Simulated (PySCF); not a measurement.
## Stationary points of PbH₄

All numbers come from BP86/[Pb def2-TZVP with ECP60, H def2-TZVP], scalar-relativistic core potentials, density fitting, no spin–orbit coupling, PySCF.

Relaxations began from a few typed shapes. The search is not exhaustive: other isomers or separated fragments can lie lower, and high-lying points may rest on an excited occupation.

Q: Order these stationary points by electronic energy, lowest first, in kJ/mol from the lowest minimum.
A. singlet Td: Pb–H 1.768 Å (×4); H–Pb–H 109.5° (×6)
B. singlet D4h: Pb–H 1.901 Å (×4); H–Pb–H 90.0° (×4), H–Pb–H 180.0° (×2)

A: A (0.0), B (303.0).

Q: Which of them are minima?

A: By energy in kJ/mol, 0.0: minimum; 303.0: saddle point, 1 imaginary mode.

Counting electrons, lead keeps none of its valence electrons outside its bonds, so the VSEPR class is AX4 and the expected shape is tetrahedral (Td), as computed.

For the lowest minimum: no spin–orbit coupling is included, which matters more the heavier the element.
